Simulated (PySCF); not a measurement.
# Cu₂⁺: from constants to spectrum

TPSS constants of Cu₂⁺, doublet, unpaired electrons σ ↑ (basis Cu def2-TZVPPD; no relativity; PySCF 2.14; masses 62.9296 and 62.9296 u):

* ωe: 206.2 cm⁻¹
* ωexe: 1.26 cm⁻¹
* Be: 0.094271 cm⁻¹
* αe: 0.000686 cm⁻¹
* D (centrifugal): 7.88e-08 cm⁻¹
* De to Cu⁺ (3d10) + Cu (3d10 4s1): 2.09 eV

Task: Give the vibrational terms G(v) and spacings up to v = 6.

Result: G(v) = ωe(v+½) − ωexe(v+½)².

```json
{"v": "0", "G(v) (cm⁻¹)": "102.8", "G(v) − G(v−1)": "", "Bv (cm⁻¹)": "0.09393"}
{"v": "1", "G(v) (cm⁻¹)": "306.5", "G(v) − G(v−1)": "203.7", "Bv (cm⁻¹)": "0.09324"}
{"v": "2", "G(v) (cm⁻¹)": "507.6", "G(v) − G(v−1)": "201.2", "Bv (cm⁻¹)": "0.09256"}
{"v": "3", "G(v) (cm⁻¹)": "706.3", "G(v) − G(v−1)": "198.6", "Bv (cm⁻¹)": "0.09187"}
{"v": "4", "G(v) (cm⁻¹)": "902.4", "G(v) − G(v−1)": "196.1", "Bv (cm⁻¹)": "0.09118"}
{"v": "5", "G(v) (cm⁻¹)": "1096.0", "G(v) − G(v−1)": "193.6", "Bv (cm⁻¹)": "0.09050"}
{"v": "6", "G(v) (cm⁻¹)": "1287.1", "G(v) − G(v−1)": "191.1", "Bv (cm⁻¹)": "0.08981"}
```

Task: How well does the Morse estimate ωe²/(4ωexe) reproduce De, and what is D0?

Result: It gives 1.05 eV, 50 % of the computed De. D0 = De − G(0) = 2.09 − 0.01 = 2.08 eV.

The state is the lowest single determinant that the PBE0 search found; with open d or f shells the true ground state can be another one.
